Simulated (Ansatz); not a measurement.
Abstraction of F: SiH(SiH3)F2 + GeF3 → SiH(SiH3)F + GeF4

Species: SiH(SiH3)F2, singlet; GeF3 `[F][Ge]([F])[F]`, doublet; SiH(SiH3)F, doublet; GeF4 (tetrafluorogermane) `[F][Ge]([F])([F])[F]`, singlet. A radical takes F: the energy is the difference in strength between the Si–F bond broken and the Ge–F bond made.

Shapes, held fixed at every level: PBE0-D4/def2-TZVP. Programs: Ansatz 0.2.0. The zero-point and thermal change to 298 K, harmonic and unscaled (PBE0-D4/def2-TZVP), is -2.3 kJ/mol.

| level | kind | ΔH(298 K) (kJ/mol) | less CCSD(T)/def2-TZVPP |
| --- | --- | --- | --- |
| PBE-D4/def2-TZVPP | GGA | +118.2 | +17.0 |
| r2SCAN-D4/def2-TZVPP | meta-GGA | +112.7 | +11.5 |
| PBE0-D4/def2-TZVPP | global hybrid | +110.9 | +9.7 |
| wB97X-V/def2-TZVPP | range-separated hybrid | +114.1 | +12.9 |
| CCSD(T)/def2-SVP | coupled cluster or CI | +83.6 | -17.6 |
| CCSD/def2-TZVPP | coupled cluster or CI | +101.2 | 0.0 |
| CCSD(T)/def2-TZVPP | coupled cluster or CI | +101.2 | 0.0 |

The highest level, CCSD(T)/def2-TZVPP, gives ΔH(298 K) = +101.2 kJ/mol; the levels span +83.6 to +118.2. The column of differences is taken from that level and isn't an error. No measured value is set beside it here. Open shells run unrestricted. Relativity is left out for Ge. Outer-core shells of Ge are correlated in most correlated rows, in sets that cover them unevenly.
